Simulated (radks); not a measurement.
Spherical quantum dot in the effective-mass picture: electrons in a well V = -V0 / (1 + exp((r - R)/a)) with V0 = 5.03, R = 8.42, a = 0.69, all in effective atomic units (hartree* = m*/eps^2 hartree, bohr* = eps/m* bohr), one dielectric constant everywhere. Method: non-relativistic Kohn-Sham, PBE, spin-polarised, spherical densities; computed with a radial shooting solver with Libxc functionals. Levels are named by radial order and angular momentum (1s, 1p, 1d, 2s, ...), and open shells are averaged over m. Results are scaled to m* = 0.042 and eps = 16.6, for which hartree* = 4.147 meV and bohr* = 20.92 nm.

N = 5, configuration 1s2 1p(up 3, down 0). This is the lowest configuration that the search found. Occupied and some empty levels:

level    occupation  eigenvalue (meV)  <r> (nm)
1s up             1           -17.067     93.93
1s down           1           -16.903     89.84
1p up             3           -16.812     100.8
1p down           0           -16.618     99.19
1d up             0           -16.408     106.6
1d down           0           -16.199     106.0
1f up             0           -15.886     111.5
2s up             0           -15.789     77.40
2s down           0           -15.750     76.91
1f down           0           -15.671     111.4

Energy (meV): total -93.4786, kinetic 2.6466, external -102.83, Hartree 10.071, exchange-correlation -3.3657.

Electron density:

r (nm)  n(r) (e/nm^3)
4.02        2.447e-07
14.1        2.621e-07
24.2        2.985e-07
34.3        3.545e-07
44.4        4.294e-07
54.5        5.174e-07
64.6        6.062e-07
74.7        6.764e-07
84.8        7.048e-07
94.9        6.709e-07
105         5.688e-07
115         4.138e-07
125         2.460e-07
135         1.163e-07
145         4.256e-08
155         1.127e-08
166         2.063e-09
176         2.581e-10
186         2.341e-11
196         1.643e-12
